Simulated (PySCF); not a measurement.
Compound: CH₈F₃NSi₃.
Atom-mapped SMILES: `[F:1][C:2]([F:3])([F:4])[SiH2:5][N:6]([SiH3:7])[SiH3:8]` (hydrogens: H9, H10 on Si5; H11, H12, H13 on Si7; H14, H15, H16 on Si8)

Structure used (GFN2-xTB), in Å, numbered top down from 1:
```
atom  x, y, z in Å
F1     2.1855   -1.4403   -0.9773
C2     2.2411   -0.5940    0.0708
F3     3.5056   -0.1217    0.0877
F4     2.1269   -1.3640    1.1733
Si5    0.9698    0.8573   -0.0303
N6    -0.6098    0.2271    0.1963
Si7   -0.9693   -1.4600    0.6019
Si8   -1.9491    1.3643    0.1136
H9     1.1793    1.4043   -1.3713
H10    1.4031    1.7659    1.0333
H11   -2.4164   -1.5971    0.4353
H12   -0.5819   -1.6838    1.9927
H13   -0.2600   -2.3172   -0.3395
H14   -2.6232    1.3752    1.4106
H15   -1.3648    2.6682   -0.1863
H16   -2.8443    0.9247   -0.9546
```

Computed at PBE0/pcSseg-1 (PySCF, non-relativistic), with Q(14N) = 0.02044 b: N6, 14N (I = 1): χzz = -3.102 MHz, η = 0.056.

Q: Find the zero-field quadrupole resonance frequencies of 14N at N6.

A: From ν± = (3/4)|χ|(1 ± η/3) and ν0 = |χ|η/2: ν+ 2.369 MHz, ν− 2.283 MHz, ν0 0.086 MHz (nitrogen bridging silicon atoms).

In a crystal, neighbours and librations shift these lines. One conformer (not necessarily the lowest) at the GFN2-xTB geometry, without solvent, vibrations or thermal averaging. GFN2-xTB bond lengths can be off by several hundredths of an ångström, more for odd bonds, and the gradients follow them. The basis is small and wasn't made for field gradients, so the couplings can be 20 % off.
